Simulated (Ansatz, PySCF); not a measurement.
Ge(F)(OH)(NH2)2 (FGeH5N2O), SMILES [NH2][Ge]([NH2])([OH])[F]. Atoms are numbered in the order given.

```xyz
10

N     -1.1899    -1.2721    -0.4317
Ge     0.0255     0.0121    -0.0168
N      1.5058    -0.5660     0.8528
O     -0.6467     1.2648     1.0307
F      0.3905     0.7428    -1.5680
H     -1.3193    -1.4257    -1.4290
H     -1.0620    -2.1588     0.0498
H      2.2420    -0.9405     0.2583
H      1.8983     0.1279     1.4868
H     -1.6013     1.3530     0.9064
```

Geometry: B3LYP-D3(BJ)/def2-SVP. This is a generated structure with no PubChem entry under its InChIKey; it may be hypothetical. The values are those of a single conformer.

Two levels are set side by side: PBE-D3(BJ)/def2-SVP (Ansatz, an electronic-structure program) and B3LYP-D3(BJ)/def2-SVP (Ansatz). Each level has its own optimised geometry; the coordinates shown are those of the second. Frequencies come from the Hessian of PySCF at each geometry. Differences are taken from unrounded values.

```
quantity                            B3LYP-D3(BJ)  PBE-D3(BJ)  PBE-D3(BJ) minus B3LYP-D3(BJ)
----------------------------------  ------------  ----------  -----------------------------
mean bond length (Å)                       1.354       1.365                          0.011
bond N1–Ge2 (Å)                            1.816       1.831                          0.015
bond Ge2–N3 (Å)                            1.812       1.826                          0.015
bond Ge2–O4 (Å)                            1.766       1.780                          0.014
bond Ge2–F5 (Å)                            1.753       1.768                          0.015
bond N1–H6 (Å)                             1.017       1.026                          0.009
bond N1–H7 (Å)                             1.017       1.026                          0.009
bond N3–H8 (Å)                             1.018       1.026                          0.009
bond N3–H9 (Å)                             1.019       1.027                          0.009
bond O4–H10 (Å)                            0.967       0.976                          0.009
highest harmonic wavenumber (cm⁻¹)          3843        3724                           -119
mean harmonic wavenumber (cm⁻¹)             1234        1205                            -29
zero-point energy (kcal/mol)               42.35       41.36                          -0.99
```

GGA bonds tend to be longer and softer than those of functionals with exact exchange. Differences between two approximate levels are no errors against the true value.
